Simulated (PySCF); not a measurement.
C5H6F2Ge.
Z-matrix (Å and degrees, PBE0-D3(BJ)/def2-SVP geometry), rows numbered from 1:
```
F 
C   1  1.3558
F   2  1.3471  1  108.01
C   2  1.5008  1  109.93  3  -121.74
C   4  1.3468  2  123.65  1   127.24
Ge  5  1.9453  4  107.19  2   179.12
C   6  1.9452  5   89.65  4     0.00
C   7  1.3460  6  107.40  5     0.14
H   2  1.1066  1  107.44  3   116.25
H   5  1.0907  4  122.00  2    -0.74
H   6  1.5378  5  114.10  4   116.71
H   6  1.5386  5  113.73  4  -116.64
H   7  1.0914  6  129.88  5   179.51
H   8  1.0958  4  119.17  2     1.68
```

Linear response at B3LYP/def2-SVPD (PySCF, frozen core in the response, non-relativistic). Relativistic effects, spin–orbit coupling among them, are left out although an element past zinc is present.

Static isotropic polarisability: 88.30 au (13.09 Å³), principal values 65.6, 87.7, 111.6 au.

Problem. What is the polarisability at 1064 nm and at the sodium D line?

Solution. 89.29 au at 1064 nm (+1.1 %), 91.72 au at 589.3 nm (+3.9 %). The rise at 589.3 nm is 3.45 times that at 1064 nm; a pure ω² law gives 3.26. The lowest singlet lies at 277 nm, shorter than both wavelengths.

Problem. What is the isotropic C6 coefficient between two such molecules, C6 = (3/π)∫α(iω)² dω?

Solution. 2958 au (Eh·bohr⁶) by a ten-point quadrature over imaginary frequencies, which is 1770 eV·Å⁶ or 171 J·nm⁶/mol.

Problem. Which effective excitation energy ω̄ makes London's formula C6 = (3/4)α²ω̄ exact here?

Solution. ω̄ = 4·C6/(3α²) = 0.506 Eh = 13.8 eV. A one-pole form α(ω) = α/(1 − ω²/ω̄²) fitted to the 1064 nm value gives 11.1 eV. London's choice of the ionisation energy (9.03 eV, ΔSCF at the same level) gives C6 = 1940 au, 34 % too low.

Problem. What three-body coefficient follows from the one-pole estimate C9 = (3/4)·α·C6?

Solution. 196000 au. This is an estimate from the two numbers above, not a computed integral.

Problem. What molar refraction at the D line follows from R = (4π/3)·N_A·α′, with α′ the polarisability volume?

Solution. α′ = 13.59 Å³ gives R = 34.29 cm³/mol, for isolated, non-vibrating species.

Problem. What n − 1 at the D line would an ideal gas of it have at 273.15 K and 1 atm (2.6868 × 10¹⁹ cm⁻³), by n − 1 = 2π·N·α′?

Solution. 22.95 × 10⁻⁴, a formal value whether or not that pressure can be reached.

Problem. How many electrons N does the Slater–Kirkwood formula C6 = (3/4)·√N·α^(3/2) need to give this C6?

Solution. N = (4·C6/3)²/α³ = 22.6; the species has 86 electrons in all.

Problem. The lowest 10 singlets have (eV, f): 4.48, 0.051; 5.47, 0.000; 5.82, 0.006; 6.12, 0.017; 6.23, 0.017; 6.31, 0.012; 6.79, 0.087; 7.02, 0.132; 7.11, 0.003; 7.23, 0.016. What share of the static polarisability do they carry in the sum over states α = Σ f/ω²?

Solution. 6.55 au, 7.4 % of α; the largest term, 1.98 au, is that of the state at 7.02 eV. Their oscillator strengths add up to 0.34. Higher states carry the rest.

Problem. How anisotropic is the static polarisability, by Δα² = ½[(α1 − α2)² + (α2 − α3)² + (α3 − α1)²]?

Solution. Δα = 39.9 au, or 0.45 of the isotropic value.

One conformer stands for the species.
